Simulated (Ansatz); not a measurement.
HBe (SMILES [BeH]), doublet, at a GFN2-xTB geometry (such geometries of metal compounds can be far from the true shape) (the spin is typed, not shown lowest); Ansatz (a quantum-chemistry and plane-wave program) with PBE/3-21G.

The Ansatz input:
Ansatz 0.2 input:
```yaml
crystal:
  periodic: [false, false, false]
  atoms:
    - {symbol: Be, position_ang: [-0.00000000, -0.00000000, -0.26243405]}
    - {symbol: H, position_ang: [0.00000000, 0.00000000, 1.04973619]}
basis:
  gaussian:
    orbitals: 3-21G.json
hamiltonian:
  xc: pbe
magnetization: {spin_polarized: true, initial_magnetization: 1}
```
The basis file holds 3-21G in the JSON format of the Basis Set Exchange.

The log (banner, timings and long lists left out):

```
Functional definition: PBE
141 factors; integrals over basis functions are off by at most 2.6e-4 eV
mean field evaluation 1: about -411.0675 eV, gradient 6.5e0 eV
mean field evaluation 2: about -411.2934 eV, gradient 4.0e0 eV
mean field evaluation 4: about -411.4737 eV, gradient 2.3e-1 eV
mean field evaluation 8: about -411.4617 eV, gradient 1.7e-3 eV
mean field -411.46166967 eV, -15.1209374618 hartree, gradient 3.6e-5 eV, S^2 0.750391; 0 other end points of the search recorded, 0 dependent functions left out
reference -411.46169561 eV, -15.1209384150 hartree; 3, 2 occupied and 8, 9 virtual orbitals, 141 factors
Total energy: -411.46169561 eV, -15.1209384150 hartree
```
